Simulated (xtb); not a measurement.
C$_{3}$H$_{7}$NO (SMILES CN(C)C=O), singlet, at a GFN2-xTB geometry; GFN2-xTB in xtb.

Here is a job for xtb.
```
$ xtb mol.xyz --gfn 2 --acc 0.1 --json

# file mol.xyz
12

C      1.70621980    -0.15511389     0.36234485
N      0.29519214    -0.13839517     0.08832107
C     -0.40719137    -1.38994871     0.24138838
C     -0.36824107     0.96525549    -0.29228931
O     -1.55053760     1.02463096    -0.53231672
H      2.12507724     0.83840987     0.21427357
H      1.88991505    -0.46601421     1.39467431
H      2.21531935    -0.85647680    -0.30474944
H     -1.45428085    -1.21573989     0.00086600
H      0.00269292    -2.14325488    -0.43519174
H     -0.32356301    -1.75177039     1.26867964
H      0.29807100     1.84540742    -0.36692966
```

Output, abridged:

```
   ID    Z sym.   atoms
    1    6 C      1, 3, 4
    2    7 N      2
    3    8 O      5
    4    1 H      6-12

           -------------------------------------------------
          |                Calculation Setup                |
           -------------------------------------------------

           -------------------------------------------------
          |                 G F N 2 - x T B                 |
           -------------------------------------------------

          ...................................................
          :                      SETUP                      :
          :.................................................:
          :  # basis functions                  27          :
          :  # atomic orbitals                  27          :
          :  # shells                           17          :
          :  # electrons                        30          :
          :  max. iterations                   250          :
          :  Hamiltonian                  GFN2-xTB          :
          :  restarted?                      false          :
          :  GBSA solvation                  false          :
          :  PC potential                    false          :
          :  electronic temp.          300.0000000     K    :
          :  accuracy                    0.1000000          :
          :  -> integral cutoff          0.3500000E+02      :
          :  -> integral neglect         0.1000000E-08      :
          :  -> SCF convergence          0.1000000E-06 Eh   :
          :  -> wf. convergence          0.1000000E-04 e    :
          :  Broyden damping             0.4000000          :
          :  net charge                          0          :
          :  unpaired electrons                  0          :
          ...................................................

 iter      E             dE          RMSdq      gap      omega  full diag
   1    -17.1226342 -0.171226E+02  0.411E+00    5.10       0.0  T
   2    -17.1814930 -0.588588E-01  0.238E+00    4.95       1.0  T
   3    -17.1844071 -0.291407E-02  0.133E+00    5.17       1.0  T
   4    -17.1848259 -0.418775E-03  0.160E-01    5.09       1.0  T
   5    -17.1849483 -0.122404E-03  0.919E-02    5.16       1.0  T
   6    -17.1849730 -0.247567E-04  0.412E-02    5.14       1.0  T
   7    -17.1849733 -0.288185E-06  0.104E-02    5.14       2.8  T
   8    -17.1849738 -0.497564E-06  0.423E-03    5.14       6.8  T
   9    -17.1849739 -0.101041E-06  0.154E-03    5.14      18.8  T
  10    -17.1849739 -0.922030E-08  0.192E-04    5.14     150.4  T
  11    -17.1849739 -0.115826E-09  0.673E-05    5.14     429.0  T
  12    -17.1849739 -0.278959E-10  0.929E-06    5.14    3108.8  T

   *** convergence criteria satisfied after 12 iterations ***

         :::::::::::::::::::::::::::::::::::::::::::::::::::::
         ::                     SUMMARY                     ::
         :::::::::::::::::::::::::::::::::::::::::::::::::::::
         :: total energy             -16.983466923533 Eh    ::
         :: gradient norm              0.000040471970 Eh/a0 ::
         :: HOMO-LUMO gap              5.139462305475 eV    ::
         ::.................................................::
         :: SCC energy               -17.184968022166 Eh    ::
         :: -> isotropic ES            0.034692937422 Eh    ::
         :: -> anisotropic ES          0.003048821620 Eh    ::
         :: -> anisotropic XC          0.005939857080 Eh    ::
         :: -> dispersion             -0.005896858764 Eh    ::
         :: repulsion energy           0.201501098633 Eh    ::
         :: add. restraining           0.000000000000 Eh    ::
         :: total charge               0.000000000000 e     ::
         :::::::::::::::::::::::::::::::::::::::::::::::::::::

           -------------------------------------------------
          |                Property Printout                |
           -------------------------------------------------

[...]
        17                          0.0021468               0.0584
        18                          0.0760022               2.0681
        19                          0.1154885               3.1426
        20                          0.1511579               4.1132
        21                          0.1573051               4.2805
        22                          0.1840771               5.0090
        23                          0.1995970               5.4313
        24                          0.2118378               5.7644
        25                          0.2382311               6.4826
        26                          0.3926091              10.6834
        27                          0.6368669              17.3300
      -------------------------------------------------------------
                  HL-Gap            0.1888718 Eh            5.1395 eV
             Fermi-level           -0.3013324 Eh           -8.1997 eV

     #   Z          covCN         q      C6AA      α(0)
     1   6 C        3.698    -0.051    21.658     6.656
     2   7 N        2.728    -0.079    22.769     7.087
     3   6 C        3.703    -0.051    21.645     6.652
     4   6 C        2.710     0.243    22.936     7.839
     5   8 O        0.857    -0.419    22.068     6.298
     6   1 H        0.925     0.059     2.216     2.328
     7   1 H        0.924     0.055     2.255     2.348
     8   1 H        0.924     0.055     2.255     2.348
     9   1 H        0.925     0.089     1.888     2.149
    10   1 H        0.924     0.050     2.321     2.383
    11   1 H        0.924     0.050     2.321     2.383
    12   1 H        0.922    -0.001     3.079     2.744

 Mol. C6AA /au·bohr⁶  :       1166.078249
 Mol. C8AA /au·bohr⁸  :      24351.150812
 Mol. α(0) /au        :         51.214893

Wiberg/Mayer (AO) data.
largest (>0.10) Wiberg bond orders for each atom

 ---------------------------------------------------------------------------
     #   Z sym  total        # sym  WBO       # sym  WBO       # sym  WBO
 ---------------------------------------------------------------------------
     1   6 C    3.973 --     2 N    1.008     6 H    0.979     7 H    0.975
                             8 H    0.975
     2   7 N    3.516 --     4 C    1.276     1 C    1.008     3 C    0.996
                             5 O    0.216
     3   6 C    3.965 --     2 N    0.996    11 H    0.977    10 H    0.977
                             9 H    0.974
     4   6 C    3.957 --     5 O    1.709     2 N    1.276    12 H    0.919
     5   8 O    2.023 --     4 C    1.709     2 N    0.216
     6   1 H    0.997 --     1 C    0.979
     7   1 H    0.997 --     1 C    0.975
     8   1 H    0.997 --     1 C    0.975
     9   1 H    0.992 --     3 C    0.974
    10   1 H    0.998 --     3 C    0.977
    11   1 H    0.998 --     3 C    0.977
    12   1 H    1.000 --     4 C    0.919
 ---------------------------------------------------------------------------

Topologies differ in total number of bonds
Writing topology from bond orders to xtbtopo.mol

molecular dipole:
                 x           y           z       tot (Debye)
 q only:        1.279      -0.822       0.434
   full:        1.550      -0.799       0.480       4.597
molecular quadrupole (traceless):
                xx          xy          yy          xz          yz          zz
 q only:       -1.442       3.767       1.235      -1.252       0.570       0.207
  q+dip:       -3.214       4.347       2.066      -1.938       0.746       1.148
   full:       -3.159       4.444       1.803      -1.998       0.883       1.357

           -------------------------------------------------
          | TOTAL ENERGY              -16.983466923533 Eh   |
          | GRADIENT NORM               0.000040471970 Eh/α |
          | HOMO-LUMO GAP               5.139462305475 eV   |
           -------------------------------------------------

normal termination of xtb
```
